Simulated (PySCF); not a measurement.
These 4 structures share the formula C8H9F. Theory: PBE0-D3(BJ)/def2-SVP geometry optimisation, gas phase in PySCF 2.14.0. One conformer each; no zero-point energy, no entropy. No frequencies were run at this level. Point groups hold within 0.08 Å.

Problem. Rank from lowest to highest electronic energy at this level (kJ/mol).
A. `CC1=C[C@@]2(C=C1)C[C@H]2F`
B. `FC1=CC2(C=C1)CCC2`
C. `FC1=CC=CC12CCC2`
D. `[CH3:1][CH2:2][c:3]1[cH:4][cH:5][c:6]([F:7])[cH:8][cH:9]1` with C1–C2–C3–C4 89°

Solution. D (0.0), A (177.9), C (181.8), B (183.8).

As drawn, the lowest has an aromatic ring, which the highest lacks; the highest has a four-membered ring, a C=C bond outside aromatic rings and a quaternary carbon, which the lowest lacks. Neighbours under 10 kJ/mol apart (CC1=C[C@@]2(C=C1)C[C@H]2F and FC1=CC=CC12CCC2; FC1=CC=CC12CCC2 and FC1=CC2(C=C1)CCC2) can change places with a better method, another conformer or zero-point energy.

| SMILES | E (Eh) | E rel (kJ/mol) | dipole (D) | point group | A, B, C (MHz) |
| --- | --- | --- | --- | --- | --- |
| CCc1ccc(F)cc1 | -409.36673 | 0.0 | 1.75 | Cs | 4436, 929.9, 825.1 |
| CC1=C[C@@]2(C=C1)C[C@H]2F | -409.29896 | 177.9 | 1.29 | C1 | 3334, 1145, 966.3 |
| FC1=CC=CC12CCC2 | -409.29748 | 181.8 | 1.15 | Cs | 2626, 1636, 1195 |
| FC1=CC2(C=C1)CCC2 | -409.29671 | 183.8 | 1.97 | Cs | 4348, 1071, 991.1 |
